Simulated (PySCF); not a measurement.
SMILES C#C[SiH2]Br, PBE0/def2-SVP optimised geometry.

```
7

C      1.37     0.56     0.00
C      0.15     0.56     0.00
Si    -1.67     0.57     0.00
Br    -2.45    -1.48    -0.40
H      2.45     0.56     0.00
H     -2.17     1.48    -1.07
H     -2.17     1.00     1.34
```

Density from PBE0/def2-TZVP in PySCF 2.14.0 at that geometry.

Minimum of the electron density along straight lines between bonded atoms, close to the bond critical point (lines longer than 1.1 times the sum of covalent radii, or with two minima, are not listed):

| bond | length / Å | ρ at the minimum / e bohr⁻³ | ∇²ρ there / e bohr⁻⁵ | position (fraction from the first atom) |
|---|---|---|---|---|
| C1–C2 | 1.217 | ? | ? | 0.53 |
| C2–Si3 | 1.826 | 0.121 | 0.31 | 0.61 |
| Si3–Br4 | 2.225 | 0.089 | 0.09 | 0.35 |
| C1–H5 | 1.076 | ? | -1.05 | 0.67 |
| Si3–H6 | 1.487 | 0.124 | 0.14 | 0.49 |
| Si3–H7 | 1.487 | 0.124 | 0.14 | 0.49 |

Task: Some entries are withheld; supply them.

Result: 
- C1–C2, ρ at the minimum / e bohr⁻³: 0.412
- C1–C2, ∇²ρ there / e bohr⁻⁵: -1.23
- C1–H5, ρ at the minimum / e bohr⁻³: 0.285
